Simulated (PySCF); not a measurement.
# Correlation energy of Sb (antimony, neutral)

Starting occupation: [Kr] 4d10 5s2 5p3, 5p1/2 with m_j = -1/2, +1/2, 5p3/2 with m_j = +3/2. All numbers are calculated (PySCF 2.14, X2C-1e with screened-nucleus spin-orbit coupling, Gaussian nucleus, in x2c-TZVPPall-2c (8s9p5d2f, 74 functions)). Frozen: [Ar] 3d10; 23 electrons correlated; the 6 highest virtual spinors left out.

MP2 pair energies summed by pair of shells (mhartree):

```
 pair   energy  share (%)
4d-4d  -161.12       37.4
4d-4p   -59.21       13.7
4d-5s   -49.49       11.5
4d-5p   -45.47       10.6
5p-5s   -37.92        8.8
4p-4p   -20.05        4.7
4d-4s   -13.61        3.2
5p-5p   -12.99        3.0
4p-4s    -9.34        2.2
5s-5s    -8.07        1.9
4p-5s    -6.60        1.5
4p-5p    -4.24        1.0
4s-4s    -1.55        0.4
4s-5s    -0.65        0.2
4s-5p    -0.52        0.1
```

Total MP2 correlation energy: -430.83 mhartree.

The GHF reference relaxed away from the jj start to a determinant that is no pure jj level (⟨S²⟩ = 3.71, ⟨J²⟩ = 3.75); the energies belong to that determinant.

This basis was not built for core-valence correlation, so the inner-shell part is incomplete.
